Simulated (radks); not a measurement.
Problem. The mean radii <r> (bohr) of the occupied orbitals of an atom or ion are listed with their occupations. Calculated with a radial shooting solver on a logarithmic mesh with Libxc functionals: Dirac Kohn-Sham, LDA (Slater exchange, Perdew-Wang correlation), spin-unpolarised, spherical densities, point nucleus.

orbital  occ.      <r>
1s1/2       2  0.02560
2s1/2       2   0.1094
2p1/2       2  0.09197
2p3/2       4  0.09796
3s1/2       2   0.2920
3p1/2       2   0.2818
3p3/2       4   0.2938
3d3/2       4   0.2645
3d5/2       6   0.2683
4s1/2       2   0.6742
4p1/2       2   0.6971
4p3/2       4   0.7247
4d3/2       4   0.7953
4d5/2       6   0.8054
5s1/2       2    1.636
5p1/2       2    1.862
5p3/2       4    1.951
6s1/2       2    4.722

Name the element and its charge. Open shells, if any, are shared by 2j + 1.

Solution. Z = 56, barium, charge 0: Ba in [Xe] 6s2. The 1s radius gives Z: for a bare nucleus <r> = (2 gamma + 1)/(2Z) with gamma = sqrt(1 - (Z/c)^2), 0.02523 bohr for Z = 56, and screening makes it slightly larger (0.02560 here). The occupations add up to 56, and the charge is Z minus that.
